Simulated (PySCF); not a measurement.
- geometry: GFN2-xTB
- GIAO PBE0/pcSseg-1 shieldings
- run in PySCF 2.14.0 with density-fitted response routines
- one conformer, no solvent model, non-relativistic Hamiltonian, rapidly exchanging positions averaged

References, each an isolated molecule treated in the same way: ¹H and ¹³C vs TMS. Shifts are as computed. Against solution values, carbons near 30 ppm lie about +3 ppm off and those near 130 ppm about +5 ppm; carbons on Cl a further +6 ppm. Of 1211 compounds with measured shifts, 218 miss one by over three times the rms of a fit or turn the order of signals round; such compounds aren't used in these exercises. Carbons bonded to Cl come out too deshielded.

Q: Order these molecules by the shift of their most shielded carbon, lowest δ first.
A. [SiH3]c1cpc([SiH3])cp1
B. C/C=C(\CC)C(=O)Cl
C. CC(C)[C@H](C)C(F)(F)F

A: C (8.3 ppm, methyl carbon), B (16.6 ppm, methyl carbon), A (172.3 ppm, aromatic CH).

Q: How many ¹³C and ¹H signals does each give (equivalence by symmetry and fast rotation, but not about amide C–N or C=N bonds)? `[SiH3]c1cpc([SiH3])cp1`, `CC(C)[C@H](C)C(F)(F)F`, `ClCCCl`, `C/C=C(\CC)C(=O)Cl`

A: [SiH3]c1cpc([SiH3])cp1: 2 C, 2 H; CC(C)[C@H](C)C(F)(F)F: 6 C, 5 H; ClCCCl: 1 C, 1 H; C/C=C(\CC)C(=O)Cl: 6 C, 4 H.
